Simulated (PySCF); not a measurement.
**State search for InN⁺**

Unrestricted PBE0; basis In def2-TZVPPD with ECP28, N def2-TZVPPD; scalar-relativistic core potentials; PySCF 2.14. Outer shells of the fragments: In+ 4d10 5s2; N 2s2 2p3.

Followed along the bond (rough minima from three points):

```tsv
2Ms+1	unpaired	⟨S²⟩ at the start	R at minimum (Å)	Te (eV)
4	σ ↑, π ↑↑	3.76	2.86	0.00
2	σ ↓, π ↑↑	1.77	2.38	0.99
2	σ ↑, π ↑↓	1.77	2.64	1.10
```

Solutions found at the starting distance of 2.145 Å, counted from the lowest of them; the search is not exhaustive and high or unbound solutions are not listed, so other states can lie among these:

```json
{"2Ms+1": "4", "unpaired": "σ ↑, π ↑↑", "term": "⁴Σ⁻", "E (eV)": "0.00", "⟨S²⟩": "3.76", "⟨Lz²⟩": "0.00", "μ (D)": "-0.09"}
{"2Ms+1": "2", "unpaired": "σ ↓, π ↑↑", "term": "mixed", "E (eV)": "0.72", "⟨S²⟩": "1.77", "⟨Lz²⟩": "0.00", "μ (D)": "-0.72"}
{"2Ms+1": "2", "unpaired": "σ ↑, π ↑↓", "term": "mixed", "E (eV)": "0.94", "⟨S²⟩": "1.77", "⟨Lz²⟩": "2.01", "μ (D)": "-0.44"}
{"2Ms+1": "2", "unpaired": "π ↑", "term": "²Π", "E (eV)": "1.99", "⟨S²⟩": "0.84", "⟨Lz²⟩": "1.01", "μ (D)": "-2.75"}
{"2Ms+1": "2", "unpaired": "σ ↑", "term": "mixed", "E (eV)": "2.73", "⟨S²⟩": "0.76", "⟨Lz²⟩": "2.00", "μ (D)": "-0.55"}
{"2Ms+1": "2", "unpaired": "π ↑", "term": "²Π", "E (eV)": "3.42", "⟨S²⟩": "0.75", "⟨Lz²⟩": "1.00", "μ (D)": "2.52"}
```

A term symbol is given only where ⟨S²⟩ and ⟨Lz²⟩ are close to those of a pure state; real π, δ and φ orbitals otherwise mix terms. A positive dipole points towards N; it is taken about the centre of mass and depends on that origin.

**Question.** Compare the gap between the two lowest followed solutions at the starting distance with the gap between their minima.

**Answer.** At PBE0 the second solution (Ms = 0.5 of mixed spin, unpaired electrons σ ↓, π ↑↑) lies +0.72 eV from the first (quartet, unpaired electrons σ ↑, π ↑↑) at 2.145 Å and +0.99 eV at the minima; the two curves relax by different amounts, since their minima lie near 2.38 and 2.86 Å.

Spin–orbit coupling is left out. Counting both spins, an empty level lies below a filled one in some of these solutions, because spin and occupation are held.
